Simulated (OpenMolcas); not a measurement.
**What dynamic correlation does to the levels of W2+**

```
Program             : OpenMolcas
Basis               : ANO-RCC-VQZP [9s8p6d4f3g2h]
Scalar Hamiltonian  : DKH2, point nucleus
Active space        : 4 electrons in 5 orbitals (5d)
State averaging     : 2S+1 = 5 even, 5 roots; 2S+1 = 3 even, 45 roots; 2S+1 = 1 even, 50 roots
Spin-orbit coupling : RASSI with atomic mean-field integrals over the reference wave functions, term energies averaged over their components
```

Methods on the same reference wave functions:
A. CASSCF
B. SS-CASPT2, IPEA 0.25 Eh, imaginary shift 0.1 Eh (closed shells correlated: 5s 5p)
C. MS-CASPT2, IPEA 0.25 Eh, imaginary shift 0.1 Eh (closed shells correlated: 5s 5p)
D. XMS-CASPT2, IPEA 0.25 Eh, imaginary shift 0.1 Eh (closed shells correlated: 5s 5p)

Energies in cm-1 above 5d4 5D0, the measured ground level; measured values from NIST levels as listed in McCann et al., Mon. Not. R. Astron. Soc. 538, 537 (2025).

```json
{"Level": "5d4 5D0 [66 %]", "A": "0.0", "B": "0.0", "C": "0.0", "D": "0.0", "Measured": "0.0"}
{"Level": "5d4 5D1", "A": "1667", "B": "2400", "C": "2390", "D": "2510", "Measured": "2256"}
{"Level": "5d4 5D2", "A": "3645", "B": "4750", "C": "4710", "D": "4880", "Measured": "4461"}
{"Level": "5d4 5D3", "A": "5584", "B": "6680", "C": "6620", "D": "6790", "Measured": "6278"}
{"Level": "5d4 5D4", "A": "7385", "B": "8170", "C": "8100", "D": "8180", "Measured": "7687"}
{"Level": "5d4 3P0(1) [56 %]", "A": "15122", "B": "11980", "C": "11910", "D": "11620", "Measured": "9904"}
{"Level": "5d4 3H4 [57 %]", "A": "16368", "B": "14690", "C": "14620", "D": "14360", "Measured": "13701"}
{"Level": "5d4 3H5", "A": "19352", "B": "17830", "C": "17780", "D": "17620", "Measured": ""}
{"Level": "5d4 3G3 [53 %]", "A": "19721", "B": "17220", "C": "17150", "D": "16830", "Measured": ""}
{"Level": "5d4 3P1(1)", "A": "19870", "B": "15910", "C": "15800", "D": "15460", "Measured": ""}
{"Level": "5d4 3F2(1) [68 %]", "A": "20596", "B": "17080", "C": "17000", "D": "16280", "Measured": ""}
{"Level": "5d4 3H6", "A": "20919", "B": "19370", "C": "19310", "D": "19060", "Measured": ""}
{"Level": "5d4 3P2(1) [68 %]", "A": "24727", "B": "20440", "C": "20240", "D": "19820", "Measured": ""}
{"Level": "5d4 3F3(1) [55 %]", "A": "25495", "B": "22660", "C": "22640", "D": "22240", "Measured": ""}
{"Level": "5d4 3G5", "A": "27404", "B": "25320", "C": "25260", "D": "25080", "Measured": ""}
{"Level": "5d4 3D3 [68 %]", "A": "28187", "B": "24530", "C": "24460", "D": "24100", "Measured": ""}
{"Level": "5d4 1I6", "A": "29475", "B": "27160", "C": "27100", "D": "26540", "Measured": ""}
{"Level": "5d4 3D1", "A": "30677", "B": "27130", "C": "27110", "D": "26790", "Measured": ""}
{"Level": "5d4 1G4(1) [51 %]", "A": "33588", "B": "30610", "C": "30630", "D": "29800", "Measured": ""}
{"Level": "5d4 1S0(1)", "A": "35209", "B": "31200", "C": "30900", "D": "29910", "Measured": ""}
{"Level": "5d4 1F3 [71 %]", "A": "38925", "B": "32670", "C": "32610", "D": "31750", "Measured": ""}
{"Level": "5d4 3P2(2)", "A": "43399", "B": "36310", "C": "36380", "D": "35680", "Measured": ""}
{"Level": "5d4 3F4(2) [67 %]", "A": "44510", "B": "38510", "C": "38360", "D": "37510", "Measured": ""}
{"Level": "5d4 3F2(2)", "A": "45894", "B": "39720", "C": "39740", "D": "39020", "Measured": ""}
```

Deviations, from unrounded energies. A percentage is the sum of absolute deviations over the sum of measured energies, with the sign that they share, or ± where signs differ.

| Against measurement | Levels | A | B | C | D |
| --- | --- | --- | --- | --- | --- |
| mean absolute deviation (cm-1) | 6 | 1700 | 730 | 680 | 680 |
| fine structure of the ground term (%) | 4 | -11.6 | +6.4 | +5.5 | +8.1 |
| other terms of the ground configuration (%) | 2 | +33.4 | +13.0 | +12.4 | +10.1 |

C, D lie about equally close to measurement and A furthest from it. The largest miss of C in the table is 5d4 3P0(1) [56 %], by +2000 cm-1. The ranking rests on the paired levels alone, and a cruder setting can come out closer through cancelling errors.

Among B to D the level of the table that moves most is 5d4 1S0(1), by 1300 cm-1 (lowest in D, highest in B). Moves below CASPT2's spread within the term are not significant.

The mean deviations of B to D differ by less than CASPT2's widest spread within a term (1200 cm-1), so their order carries little weight.

From A to B the spin-free energies of the other terms of 5d4 shown, above 5D, scale by factors of 0.64 to 0.82.

The lowest spin-free term lies below A's lowest term by 0.303 hartree in B, 0.303 hartree in C, 0.307 hartree in D.

CASPT2 does not keep the components of a term degenerate, so their means are used; among the terms shown or strongly mixed into the levels shown the widest spread is 1200 cm-1 (5d4 1I, D). Over all roots computed the reference weight is 0.90 to 0.95 in B, 0.90 to 0.95 in C, 0.89 to 0.95 in D; the roots of lowest weight are the least certain, and an intruder state may touch them. Configurations with an s electron lie low in 5d ions of this charge, fall among these levels and mix in, so low-spin terms can stand far too high, up to twice their true height, and weights are not those of the real levels. The CASPT2 spread within a term exceeds the gap to the next term for 5d4 1G(1) and 5d4 1D(1), so the order of their levels is uncertain (figures for B; the like holds for C, D). Without dynamic correlation excited terms often stand tens of per cent too high (terms of higher spin than the ground term too low), and those without a measured partner can miss by more than the paired ones (holds for A). Some terms miss by over 15 % even with CASPT2, which points to a basis or an active space too small for the shells correlated (holds for B; C; D). Computed and measured levels are paired by configuration, term and J; levels that our copy of the source lacks, or whose pairing is in doubt (as where it misses far off the trend of its configuration), stay unpaired and out of the deviations. Levels of configurations outside the active space are missing. The table leaves out levels that lie high or whose names do not pair safely across all columns.

A share in square brackets marks a mixed level and gives the weight of the term that names it, the lowest over the columns. A number in round brackets counts repeated terms of one configuration in the order of the reference energies.
